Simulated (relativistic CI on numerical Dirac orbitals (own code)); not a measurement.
# Forbidden lines of Tc XXXIV

Calculated at this level of theory: Dirac-Coulomb-Breit CI, KLI orbitals optimised for each configuration, model QED (radiative potential, 1s self-energy scaled to tabulated hydrogen-like ionisation energies), unscaled Slater integrals (own radial code, finite nucleus).

CI space (outside the closed core 1s2): 2s2 2p6, 2s2 2p5 3s, 2s2 2p5 3p, 2s2 2p5 3d, 2s 2p6 3s, 2s 2p6 3p, 2s 2p6 3d, 2s2 2p5 4s, 2s2 2p5 4p, 2s2 2p5 4d, 2s2 2p5 4f, 2s 2p6 4s, 2s 2p6 4p, 2s 2p6 4d, 2s2 2p4 3s2, 2s 2p6 4f, 2s2 2p5 5s, 2s2 2p5 5p, 2s2 2p4 3s 3p, 2s2 2p5 5d, 2s2 2p5 5f, 2s2 2p5 5g, 2s2 2p4 3p2, 2s2 2p4 3s 3d, 2s2 2p4 3p 3d, 2s 2p5 3s2, 2s2 2p4 3d2, 2s 2p5 3s 3p, 2s 2p6 5s, 2s 2p6 5p, 2s 2p5 3p2, 2s 2p5 3s 3d, 2s 2p6 5d, 2s 2p6 5f, 2s 2p6 5g, 2s 2p5 3p 3d. Levels of other configurations are missing.

```tsv
λ vac (nm)	Lower	Upper	Type	A (s⁻¹)	gf	Branching (%)
0.40486	2s2 2p6 1S_0 [1]	2s 2p6 3d 1D_2 [37]	E2	3.66e+11	4.50e-03	38.4
0.40679	2s2 2p6 1S_0 [1]	2s 2p6 3d 3D_2 [35]	E2	2.32e+10	2.87e-04	3.8
0.45380	2s2 2p6 1S_0 [1]	2s2 2p5 3p 3D_2 [23]	E2	2.70e+10	4.17e-04	40.8
0.45864	2s2 2p6 1S_0 [1]	2s2 2p5 3d 1D°_2 [18]	M2	7.92e+08	1.25e-05	2.4
0.47430	2s2 2p6 1S_0 [1]	2s2 2p5 3p 3P_2 [8]	E2	2.40e+10	4.04e-04	35.3
0.48067	2s2 2p6 1S_0 [1]	2s2 2p5 3p 3D_2 [5]	E2	2.42e+10	4.19e-04	66.6
0.49399	2s2 2p6 1S_0 [1]	2s2 2p5 3s 3P°_2 [2]	M2	2.80e+07	5.12e-07	100.0
10.563	2s2 2p5 3s 1P°_1 [3]	2s2 2p5 3s 3P°_0 [9]	M1	1.61e+07	2.70e-05	56.0
```

Terms are leading LS components. Brackets give the number of a level in order of energy, since labels repeat. The list gives strong lines, with weight on those to low levels, among the lowest 157 of 838 levels, so that lines to higher ones, which can be the strongest, are missing. Levels whose partners in the same complex of configurations lie outside the list can be far off, and so can their lines. Rates are taken at the computed energies, electric ones in the length gauge.

At this charge energies of transitions that change n are usually good to better than 1 %, and those within a shell (Δn = 0) to a few per cent.

LS names give the leading component of a level, which can be under half, so a name can repeat, a term be missing and a line seem to break the LS rules.
